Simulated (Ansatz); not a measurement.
`O[SiH]([AlH2])CF` + HCl → `O[SiH](Cl)CF` + `[AlH3]`  (cleavage of the Si–Al bond)

Calculated with Ansatz (gas phase, PBE0-D4/def2-TZVP geometries, no zero-point term in ΔE). CBS: MP2 limit from def2 TZ/QZ plus the TZ coupled-cluster correction, frozen cores. This one scheme is used for every species. One conformer a species, not always the lowest.

| species | CCSD(T)/CBS(def2) energy (Eh) |
| --- | --- |
| `O[SiH]([AlH2])CF` | -747.72892 |
| HCl | -460.38127 |
| `O[SiH](Cl)CF` | -964.37760 |
| `[AlH3]` | -243.78045 |

Problem. Work out ΔE.

Solution. ΔE = (-964.37760) + (-243.78045) − (-747.72892) − (-460.38127) = -0.04786 Eh = -30.0 kcal/mol.

Largest T1 diagnostic among the species: 0.012.

From PBE to PBE0 (25 % exact exchange), in def2-TZVPP and without D4, ΔE moves by −2.0 kcal/mol. In def2-TZVPP, CCSD(T) changes the Hartree–Fock value by +5.0 kcal/mol (the triples alone add +0.4 kcal/mol) and MP2 by +2.2 kcal/mol.
